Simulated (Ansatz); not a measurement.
Ansatz (a quantum-chemistry and plane-wave program) input:

Ansatz 0.2 input:
```yaml
crystal:
  periodic: [false, false, false]
  atoms:
    - {symbol: K, position_ang: [-0.00000000, -0.00000000, -0.77636802]}
    - {symbol: O, position_ang: [0.00000000, 0.00000000, 1.53236270]}
    - {symbol: H, position_ang: [0.00000000, 0.00000000, 2.49209083]}
basis:
  gaussian:
    orbitals: def2-SVPD
total_charge: -1
magnetization: {spin_polarized: true, initial_magnetization: 1}
correlation: {method: ccsd_t, electrons: outside_noble_gas}
output: {forces: true}
```

Q: What final total energy does it print?

A: -674.72262 Eh (CCSD(T)/def2-SVPD). The basis has 58 functions.
